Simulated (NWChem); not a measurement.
System: C₂H₆O₂Si; SMILES [Si@@H]1(O)OCC1

```xyz
11

O      0.0056     1.9552    -0.4272
Si    -0.0321     0.5465     0.4361
C     -1.1595    -0.8786    -0.0610
C      0.1784    -1.6166    -0.2850
O      1.1418    -0.5891     0.0127
H      0.0891     1.8835    -1.3829
H     -0.0060     1.0061     1.8465
H     -1.8030    -1.3075     0.7205
H     -1.7580    -0.7378    -0.9730
H      0.3163    -2.4750     0.3939
H      0.3188    -1.9773    -1.3185
```
Atoms are numbered in this order, from 1.

All runs: NWChem. The geometry was optimised at PBE0/def2-SVP.

For level PBE0/def2-TZVPP:

```yaml
orbital gap (eV): 8.72
```

Problem. What are these values for level PBE0/def2-SVPD?

Solution. The orbital gap (eV) is 8.29.
